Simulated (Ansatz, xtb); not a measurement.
## A geometry optimisation of CH2ClGe with r2SCAN-D4/def2-SVP

The starting geometry of this gas-phase doublet has its atoms placed at random.

```json
{"atom": "C", "x (Å)": "0.4869", "y (Å)": "-0.4166", "z (Å)": "-0.1917"}
{"atom": "Cl", "x (Å)": "-0.2519", "y (Å)": "0.5120", "z (Å)": "1.6912"}
{"atom": "Ge", "x (Å)": "-1.4337", "y (Å)": "-0.3217", "z (Å)": "-0.6229"}
{"atom": "H", "x (Å)": "1.6624", "y (Å)": "-0.0416", "z (Å)": "-0.1321"}
{"atom": "H", "x (Å)": "0.6216", "y (Å)": "-1.4401", "z (Å)": "-0.0801"}
```

Q: One run relaxed it with r2SCAN-D4/def2-SVP. What is a likely outcome?

A: It ends as a structure with Cl2 bridging C1 and Ge3, given below by its coordinates. Distances that change by over a tenth: C1–H4 (1.24 → 1.10 Å). Contacts that close: C1–Cl2 (2.23 → 1.85 Å).

The energy falls by 1.37 eV over 7 steps:

```json
{"step": "1", "E − E(last) (eV)": "1.371"}
{"step": "2", "E − E(last) (eV)": "0.455"}
{"step": "3", "E − E(last) (eV)": "0.124"}
{"step": "4", "E − E(last) (eV)": "0.011"}
{"step": "5", "E − E(last) (eV)": "0.005"}
{"step": "6", "E − E(last) (eV)": "0.000"}
{"step": "7", "E − E(last) (eV)": "0.000"}
```

Final geometry (Å):

```xyz
5

C     0.4878   -0.4934   -0.0273
Cl   -0.1636    0.2585    1.5286
Ge   -1.3641   -0.0460   -0.7208
H     1.3607    0.1026   -0.3271
H     0.7647   -1.5297    0.2111
```

From the same start GFN2-xTB ends elsewhere, differing in C1–Cl2 (3.08 against 1.85 Å here).

From so rough a start the end depends on the optimiser's path, so another program may land elsewhere. No frequencies were run, so the end isn't proven a minimum. Open shells are spin-unrestricted. Run with Ansatz 0.2.0, 63 s on 1 thread of Arm Neoverse V1 (shared host).
